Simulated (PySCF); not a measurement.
Ground-state electric properties of a mixed set of molecules.

All values: PBE0/def2-SVPD (PySCF) at GFN2-xTB geometries, gas phase, one conformer each. Core orbitals are frozen in the response; Δα² is half the sum of the squared differences of the principal polarisabilities.

(1) Rank by polarisability anisotropy Δα, highest first.
A. `[CH3:1][O:2]/[C:3]([F:4])=[C:5](\[F:6])[C:7](=[O:8])[Cl:9]` with C1–O2–C3–F4 0°, C3–C5–C7–O8 0°
B. `[CH2:1]=[N:2][CH2:3][C@@H:4]1[CH2:5][C@@H:6]1[SH:7]` with C1–N2–C3–C4 121°, N2–C3–C4–C5 140°, C5–C6–S7–H -114°
C. `[CH3:1][CH2:2][CH2:3][PH:4][CH3:5]` with C1–C2–C3–P4 -59°, C2–C3–P4–C5 -74°
D. methylcyclopropane (`CC1CC1`)
E. `[NH2:1][C:2](=[S:3])[CH2:4][CH:5]1[CH2:6][CH2:7]1` with H–N1–C2–S3 -1° and -178°, N1–C2–C4–C5 -36°, C2–C4–C5–C6 160°
F. `[CH3:1]/[N:2]=[CH:3]/[CH:4]=[CH:5]\[S:6][CH3:7]` with N2–C3–C4–C5 1°, C4–C5–S6–C7 179°

(2) Rank by mean static polarisability, highest first.
A. `CO/C(F)=C(\F)C(=O)Cl`
B. `CC1CC1`
C. `C=NC[C@@H]1C[C@@H]1S`
D. `NC(=S)CC1CC1`
E. `FC/C=C\C(Cl)Cl`
F. `C/N=C/C=C\SC`

Results:

(1) F (9.67 Å³), A (9.42 Å³), E (6.38 Å³), B (4.52 Å³), C (2.16 Å³), D (1.15 Å³).

(2) F (14.56 Å³), D (13.36 Å³), C (12.96 Å³), A (11.73 Å³), E (11.35 Å³), B (6.99 Å³).

All values together:

| SMILES | formula | μ (D) | HOMO (eV) | LUMO (eV) | α (Å³) | Δα (Å³) | electrons | α per electron (Å³) |
| --- | --- | --- | --- | --- | --- | --- | --- | --- |
| CO/C(F)=C(\F)C(=O)Cl | C4H3ClF2O2 | 5.40 | -7.57 | -1.97 | 11.73 | 9.42 | 78 | 0.150 |
| [SiH3]CC#CC(Cl)Cl | C4H6Cl2Si | 2.97 | -7.72 | -0.74 | 15.91 | 8.40 | 78 | 0.204 |
| CCCPC | C4H11P | 1.32 | -6.66 | 0.46 | 11.28 | 2.16 | 50 | 0.226 |
| C=NC[C@@H]1C[C@@H]1S | C5H9NS | 3.27 | -6.52 | -0.59 | 12.96 | 4.52 | 62 | 0.209 |
| FC/C=C\C(Cl)Cl | C4H5Cl2F | 2.19 | -8.03 | -1.36 | 11.35 | 2.02 | 72 | 0.158 |
| NC(=S)CC1CC1 | C5H9NS | 4.90 | -6.01 | -0.91 | 13.36 | 6.38 | 62 | 0.216 |
| C/N=C/C=C\SC | C5H9NS | 0.71 | -6.11 | -1.10 | 14.56 | 9.67 | 62 | 0.235 |
| CC1CC1 | C4H8 | 0.13 | -7.94 | 1.02 | 6.99 | 1.15 | 32 | 0.218 |

Conformers: `[CH3:1][O:2]/[C:3]([F:4])=[C:5](\[F:6])[C:7](=[O:8])[Cl:9]` with C1–O2–C3–F4 0°, C3–C5–C7–O8 0°; `[CH3:1][CH2:2][CH2:3][PH:4][CH3:5]` with C1–C2–C3–P4 -59°, C2–C3–P4–C5 -74°; `[CH2:1]=[N:2][CH2:3][C@@H:4]1[CH2:5][C@@H:6]1[SH:7]` with C1–N2–C3–C4 121°, N2–C3–C4–C5 140°, C5–C6–S7–H -114°; `[F:1][CH2:2]/[CH:3]=[CH:4]\[CH:5]([Cl:6])[Cl:7]` with F1–C2–C3–C4 174°, C3–C4–C5–Cl6 58°; `[NH2:1][C:2](=[S:3])[CH2:4][CH:5]1[CH2:6][CH2:7]1` with H–N1–C2–S3 -1° and -178°, N1–C2–C4–C5 -36°, C2–C4–C5–C6 160°; `[CH3:1]/[N:2]=[CH:3]/[CH:4]=[CH:5]\[S:6][CH3:7]` with N2–C3–C4–C5 1°, C4–C5–S6–C7 179°.

Question: How closely does the mean polarisability follow the number of electrons in this set?

Answer: The correlation coefficient is 0.73; α per electron runs from 0.150 to 0.235 Å³.
